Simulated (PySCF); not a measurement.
Shifts of the heteroatoms

Geometry (Å), atoms numbered from 1 in this order:
```xyz
17

F     1.391    2.120    0.502
C     0.574    1.546   -0.425
F     1.298    1.532   -1.578
C     0.156    0.154   -0.032
Si    1.710   -0.867    0.448
C    -0.779    0.194    1.141
C    -1.947   -0.397    0.950
O    -2.198   -0.938   -0.282
Si   -0.973   -0.668   -1.352
H    -0.266    2.242   -0.578
H     1.228   -2.194    0.835
H     2.585   -0.940   -0.719
H     2.369   -0.222    1.581
H    -0.489    0.658    2.068
H    -2.749   -0.519    1.659
H    -1.434    0.258   -2.382
H    -0.484   -1.946   -1.845
```

[PySCF 2.14: shieldings: GIAO PBE0/pcSseg-1; coordinates at the GFN2-xTB level; no relativistic terms; one computed conformer; equivalent nuclei averaged; no solvent model]

Q: What are the 19F shifts?

A: 
```csv
atoms,environment,σ (ppm),δ (ppm)
F3,fluorine of a CF2 group,291.7,-102.6
F1,fluorine of a CF2 group,292.1,-102.9
```

Shieldings were converted by a linear fit to measured shifts: 19F (scatter 6.0 ppm rms, 7.0 ppm with the 5 outliers that the fit left out vs CFCl3, solution or neat liquid, with a term for F on sp3 carbon). A few per cent of atoms miss by over 2 rms, more outside the fitted compound classes.

On a 600 MHz spectrometer 19F resonates near 564.6 MHz, so 1 ppm is 564.6 Hz.

Q: Where does 29Si resonate?

A: 
```csv
atoms,environment,σ (ppm),δ (ppm)
Si9,"silicon bonded to C, O, 2 H, in a 5-membered ring",347.0,-5.2
Si5,"silicon bonded to C, 3 H",421.5,-66.5
```

Shieldings were converted by a linear fit to measured shifts: 29Si: δ = 279.94 − 0.822σ (rms 8.9 ppm, 72 shifts, 25.8 ppm with the 6 outliers that the fit left out vs TMS, solution or neat liquid). A few per cent of atoms miss by over 2 rms, more outside the fitted compound classes.

On a 500 MHz spectrometer 29Si resonates near 99.3 MHz, so 1 ppm is 99.3 Hz.

Q: Predict the 17O NMR data.

A: 
```
atoms                                   environment  σ (ppm)  δ (ppm)
   O8  oxygen bonded to C, Si, in a 5-membered ring    221.0     65.4
```

Shieldings were converted by a linear fit to measured shifts: 17O: δ = 266.70 − 0.911σ (rms 10.7 ppm, 155 shifts, 12.2 ppm with the 3 outliers that the fit left out vs liquid water, solution or neat liquid). A few per cent of atoms miss by over 2 rms, more outside the fitted compound classes.

On a 300 MHz spectrometer 17O resonates near 40.7 MHz, so 1 ppm is 40.7 Hz.
